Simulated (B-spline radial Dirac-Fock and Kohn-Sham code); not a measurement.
# Total conversion coefficients of Si against transition energy

Model: a Dirac-Hartree-Slater potential of the neutral atom with a Latter tail (no hole, which puts coefficients of high multipoles low close above an edge), finite nucleus with surface currents. Program: a radial atomic solver. Subshells within 1 keV of threshold and pair formation are left out.

| energy (keV) | E1 | E3 | E5 | M1 | M4 | M5 |
| --- | --- | --- | --- | --- | --- | --- |
| 11 | 9.08 | 51800 | 3.48e+08 | 1.52 | 760000 | 6.14e+07 |
| 11.5 | 7.95 | 42300 | 2.57e+08 | 1.34 | 594000 | 4.60e+07 |
| 14.1 | 4.29 | 16500 | 6.46e+07 | 0.746 | 191000 | 1.23e+07 |
| 18.4 | 1.90 | 4780 | 1.09e+07 | 0.351 | 43400 | 2.19e+06 |
| 20 | 1.47 | 3230 | 6.28e+06 | 0.278 | 27300 | 1.28e+06 |
| 20.7 | 1.32 | 2740 | 5.00e+06 | 0.253 | 22600 | 1.02e+06 |
| 20.8 | 1.30 | 2680 | 4.84e+06 | 0.249 | 22000 | 992000 |
| 41.4 | 0.151 | 98.0 | 50200 | 0.0381 | 499 | 11900 |
| 50 | 0.0826 | 39.0 | 14300 | 0.0231 | 180 | 3610 |
| 100 | 0.00896 | 1.30 | 142 | 0.00386 | 4.63 | 49.7 |
| 200 | 0.000992 | 0.0456 | 1.58 | 0.000707 | 0.147 | 0.871 |
| 205 | 0.000919 | 0.0406 | 1.35 | 0.000667 | 0.131 | 0.759 |
| 241 | 0.000558 | 0.0190 | 0.492 | 0.000456 | 0.0610 | 0.311 |
| 264 | 0.000423 | 0.0125 | 0.281 | 0.000370 | 0.0401 | 0.190 |
| 266 | 0.000414 | 0.0121 | 0.268 | 0.000363 | 0.0387 | 0.183 |
| 289 | 0.000323 | 0.00826 | 0.162 | 0.000300 | 0.0266 | 0.118 |
| 336 | 0.000207 | 0.00421 | 0.0664 | 0.000214 | 0.0136 | 0.0537 |
| 343 | 0.000195 | 0.00385 | 0.0589 | 0.000204 | 0.0124 | 0.0483 |
| 375 | 0.000152 | 0.00261 | 0.0352 | 0.000168 | 0.00843 | 0.0308 |
| 499 | 6.98e-05 | 0.000796 | 0.00729 | 9.03e-05 | 0.00257 | 0.00771 |
| 500 | 6.94e-05 | 0.000790 | 0.00722 | 9.00e-05 | 0.00255 | 0.00764 |
| 617 | 4.11e-05 | 0.000351 | 0.00247 | 5.81e-05 | 0.00112 | 0.00294 |
| 653 | 3.59e-05 | 0.000285 | 0.00187 | 5.17e-05 | 0.000903 | 0.00229 |
| 792 | 2.32e-05 | 0.000145 | 0.000767 | 3.52e-05 | 0.000447 | 0.00102 |
| 1000 | 1.44e-05 | 6.94e-05 | 0.000288 | 2.25e-05 | 0.000201 | 0.000406 |
| 1010 | 1.42e-05 | 6.74e-05 | 0.000276 | 2.21e-05 | 0.000195 | 0.000391 |
| 1720 | 5.70e-06 | 1.66e-05 | 4.37e-05 | 8.62e-06 | 3.92e-05 | 6.32e-05 |
| 1800 | 5.32e-06 | 1.50e-05 | 3.82e-05 | 7.99e-06 | 3.47e-05 | 5.49e-05 |
| 2000 | 4.56e-06 | 1.19e-05 | 2.82e-05 | 6.73e-06 | 2.62e-05 | 4.02e-05 |

**Question.** How fast do they fall between 1720 and 2000 keV?

**Answer.** As powers of the energy: E1 E^-1.48, E3 E^-2.23, E5 E^-2.90, M1 E^-1.64, M4 E^-2.67, M5 E^-3.00. Within one type (E or M) the higher multipoles fall faster.

Values without a named source are computed, but for edge energies of neutral atoms, which are taken from tables.
